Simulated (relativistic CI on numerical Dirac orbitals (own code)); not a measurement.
# Nd26+: what numerical and physical settings do to a radial Dirac CI calculation

Reference input:

```
atom Nd  Z=60  charge=26  electrons=34
nucleus A=142  rms_radius_fm=4.9123
hamiltonian dirac-coulomb  breit=on  qed=on  c_scale=1
orbitals kli  potential=per-configuration
slater_scale 1
correlation none
mixing on
grid step=0.0125 r_max=5.5
scf mixing=0.4 start=green max_iterations=150 tolerance=2e-08 node_fill=0.05
configurations
  [Ar] 3d10 4s2 4p4
  [Ar] 3d10 4s 4p5
end
```

Computed lowest total energy -9290.25025 Ha, first excitation 53657.6 cm⁻¹, 20 SCF steps. Runs with settings changed; * marks those that are bad on purpose (the QED terms keep the true α when c is scaled):

```csv
Changed,Outcome,Lowest level,ΔE (Ha),First excitation (cm⁻¹),SCF steps,Message
"Breit term off, SCF mixing 0.05, start potential thomas-fermi",converged,4s²4p⁴ ³P2,-8.19,53535.4,26,
grid step 0.006,converged,4s²4p⁴ ³P2,-0.000142,53657.6,20,
"Breit term off, grid step 0.02, node fill of the KLI weights 0.5",converged,4s²4p⁴ ³P2,-8.16,53368.2,20,
"Breit term off, SCF mixing 0.7",converged,4s²4p⁴ ³P2,-8.19,53535.4,18,
iteration limit 6 *,not converged,,,,6,SCF of 1s2 2s2 2p6 3s2 3p6 3d10 4s2 4p4 did not converge
speed of light × 0.2 *,not converged,,,,1,SCF of 1s2 2s2 2p6 3s2 3p6 3d10 4s2 4p4 stopped: an orbital could not be found
```
